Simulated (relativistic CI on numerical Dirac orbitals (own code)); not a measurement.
# Cubic crystal-field splitting of Yb3+ by operator equivalents

Problem. Yb3+ (4f13) sits in a cubic field with the Wybourne parameters B⁴₀ = -870 and B⁶₀ = 330 cm⁻¹. Find the levels of its ground J multiplet, neglecting the mixing with the other J.

Working.
1. One f hole has the ground level ²F7/2 with g_J = 8/7 and the Stevens factors β = −2/1155 and γ = 4/27027.
2. Stevens form: B₄ = β B⁴₀/8 = 0.1883 and B₆ = γ B⁶₀/16 = 0.00305 cm⁻¹, in H = B₄(O₄⁰ + 5O₄⁴) + B₆(O₆⁰ − 21O₆⁴).
3. For J = 7/2 the eigenvalues are E(Γ6) = 840B₄ − 25200B₆ = 81.3, E(Γ7) = −1080B₄ − 15120B₆ = -249.5 and E(Γ8) = 120B₄ + 20160B₆ = 84.1 cm⁻¹.
4. Order and energies above the lowest: Γ7 0.0, Γ6 330.8, Γ8 333.7 cm⁻¹. A Γ7 ground doublet has the isotropic |g| = 3.429.

Check. Diagonalising spin-orbit coupling (free-ion gap 10057 cm⁻¹, from a Dirac-Coulomb-Breit calculation) and field together in all 14 states gives Γ7 0.0, Γ6 339.1, Γ8 342.0 cm⁻¹, with |g| = 3.463. The other multiplet starts at 10158 cm⁻¹; the differences from the hand values come from J mixing and grow with the ratio of the field to that gap.
